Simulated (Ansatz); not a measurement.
The same path of a periodic cell of 17 atoms, W₁₆N (host W, host structure bcc, interstitial N) was run twice with different band settings. Lost on the way: W1–N17, W2–N17. Made: W10–N17, W15–N17.

Level of theory: DFT PBEsol, scalar-relativistic, plane waves, PAW (Ansatz). Settings: cutoff 420 eV, k mesh 3x3x3, fermi-dirac smearing 0.1 eV, no spin polarisation.

Relaxed end points:

```xyz
17
Lattice="6.3200 0.0000 0.0000 0.0000 6.3200 0.0000 0.0000 0.0000 6.3200" Properties=species:S:1:pos:R:3
W 0.000 0.048 0.001
W 3.154 0.048 0.001
W 0.000 3.202 0.001
W -0.059 -0.010 3.161
W 1.577 1.625 1.867
W 3.154 3.202 0.001
W 3.212 -0.010 3.161
W 4.737 1.625 1.591
W -0.058 3.260 3.161
W 1.577 4.785 1.591
W 1.577 1.625 4.454
W 3.212 3.260 3.161
W 4.737 4.785 1.546
W 4.737 1.625 4.730
W 1.577 4.785 4.730
W 4.737 4.785 4.776
N 1.577 1.625 0.001
```

```xyz
17
Lattice="6.3200 0.0000 0.0000 0.0000 6.3200 0.0000 0.0000 0.0000 6.3200" Properties=species:S:1:pos:R:3
W -0.011 -0.003 -0.041
W 3.169 -0.003 -0.041
W -0.288 3.157 -0.041
W 0.033 -0.002 3.120
W 1.579 1.580 1.536
W 3.446 3.158 -0.041
W 3.125 -0.002 3.120
W 4.739 1.521 1.594
W -0.012 3.157 3.119
W 1.579 4.736 1.537
W 1.579 1.581 4.703
W 3.170 3.157 3.119
W 4.739 4.793 1.594
W 4.739 1.522 4.643
W 1.579 4.732 4.702
W 4.739 4.793 4.643
N 1.579 3.158 -0.039
```

Common settings: spring 5.0 eV/Å²; optimiser quadratic models (default); force threshold 0.05 eV/Å; end points relaxed.

| run | movable images | climbing image | start path | iteration limit |
| --- | --- | --- | --- | --- |
| 1 | 5 | yes | straight line | 23 |
| 2 | 2 | no | default | 50 |

(1) What does each run give, and how far can it be trusted?

Results:

(1) Run 1: converged after 5 iterations, highest image 0.573 eV above the first end. The order of the point at the top wasn't checked.
Run 2: converged after 5 iterations, highest image 0.505 eV above the first end. No image climbed, so the highest image needn't sit at the top of the path.
Limits of this set-up: coarse k mesh, odd electron count without spin, a small cell, in which the defect meets its images, a typed lattice constant that wasn't relaxed here.
